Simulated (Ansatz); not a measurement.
Molecule: C3H5O (charge -1, singlet). It need not be the lowest isomer of its formula. Whether it binds its extra electron was not tested at this geometry. 
Geometry from a B3LYP-D3(BJ)/def2-TZVP (Ansatz, a program for electronic structure) optimisation:
SMILES: C=[C-]CO
```xyz
9

C      1.7884    -0.2458    -0.4593
C      0.6848    -0.2661     0.2998
C     -0.5387     0.4148    -0.2257
O     -1.7151    -0.0128     0.5146
H      1.8599     0.2301    -1.4584
H      2.7245    -0.7111    -0.1397
H     -0.7442     0.2096    -1.2924
H     -0.4499     1.5081    -0.1122
H     -1.2767    -0.5512     1.1974
```
Charge -1, spin multiplicity 1.

Basis-set convergence of Hartree-Fock and CCSD(T) correlation energies (hartree) with Ansatz. Valence correlation only, unless marked. Spin-orbit coupling is left out. Non-relativistic.

```json
[
 {"basis": "aug-cc-pVDZ", "functions": "137", "E(HF)": "-191.30020", "E(corr, CCSD(T))": "-0.70691"},
 {"basis": "aug-cc-pVTZ", "functions": "299", "E(HF)": "(withheld)", "E(corr, CCSD(T))": "(withheld)"}
]
```

Q: Complete the blanks.

A: 
- aug-cc-pVTZ, E(HF): -191.34459
- aug-cc-pVTZ, E(corr, CCSD(T)): -0.83360
